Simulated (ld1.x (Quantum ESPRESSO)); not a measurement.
# What one change does to a pseudopotential (manganese, TM)

ld1.x (Quantum ESPRESSO) 7.5 input, shortened:

```
&input
   title='Mn', zed=25., rel=1, dft='PBESOL', iswitch=3,
   config='[Ar] 3d5 4s0 4p0 4f-2'
 /
 &inputp
   pseudotype=2, tm=.true., lloc=0,
   nlcc=.false.
 /
4
4P  2  1   0.00   0.00  2.75  2.75  0.0
3D  3  2   5.00   0.00  1.45  1.45  0.0
4F  4  3  -2.00   0.05  2.70  2.70  0.0
4S  1  0   0.00   0.00  2.15  2.15  0.0
 &test
   configts(1)='3d5 4s0 4p0'
 /
```

Change: wave 4s (bound): rc 2.15 bohr becomes 4s (bound): rc 1.30 bohr.

Cutoffs: the cutoffs (Ry, on a coarse ladder) from which the occupation-weighted sum of valence levels, in a spherical-Bessel basis at the reference potential, stays within 10 and 1 mRy of its value at 400 Ry; they do not see the model core or the augmentation charge, which bear on the density cutoff. Errors are all-electron minus pseudo energies relative to the spin-unpolarised reference configuration.

**Question.** What does the change do?

**Answer.** The potential gets neither clearly harder nor softer (110 Ry and 160 Ry → 110 Ry and 160 Ry); a bound ghost appears in p, s, which as a rule spoils a file; the number of tests that count goes from 7 to 6; of the 6 tests that both files solve, the error grows in 4 and shrinks in 1 by more than 15 % and 0.3 meV (median size 129.2 → 251.1 meV).

```csv
quantity,base,changed
"cutoff, loose",110 Ry,110 Ry
"cutoff, tight",160 Ry,160 Ry
bound ghosts,none,"p, s (extra level of the local part)"
"tests counted (converged, no solver errors)",7 of 7,6 of 7
"error for 3d5 4s2 4p0, meV [ΔE -23.94 eV]",+172,+392
"error for 3d5 4s1 4p0, meV [ΔE -15.51 eV]",+80,+162
"error for 3d4 4s0 4p0, meV [ΔE 32.48 eV]",-391,-318
"error for 3d5 4s0 4p1, meV [ΔE -10.75 eV]",+49,+47
"error for 3d5 4s1 4p1, meV [ΔE -20.06 eV]",+128,+219
"error for 3d5 4s1.5 4p0, meV [ΔE -20.57 eV]",+131,+284
s: phases at 3.00 bohr within 0.05 rad from the reference energy up to (Ry; the scan ends near 5),0.9,0.5
p: phases at 3.00 bohr within 0.05 rad from the reference energy up to (Ry; the scan ends near 5),2.4,1.9
d: phases at 3.00 bohr within 0.05 rad from the reference energy up to (Ry; the scan ends near 5),-0.7,-0.5
f: phases at 3.00 bohr within 0.05 rad from the reference energy up to (Ry; the scan ends near 5),3.7,3.8
```

Base: ld1.x printed “convergence not achieved” for 5 of the counted tests; their residual had stalled under 1e-8, short of the target of 1e-14. Changed file: Tests not counted: 3d4 4s2 4p1 (solver errors, printed error -15.0 eV). ld1.x printed “convergence not achieved” for 4 of the counted tests; their residual had stalled under 1e-8, short of the target of 1e-14. A true bound ghost makes a file unfit for plane-wave use even where its test errors are small: the radial tests pick states by their node count and pass the ghost by. Where a test does run into it, the solver fails or the error is huge.
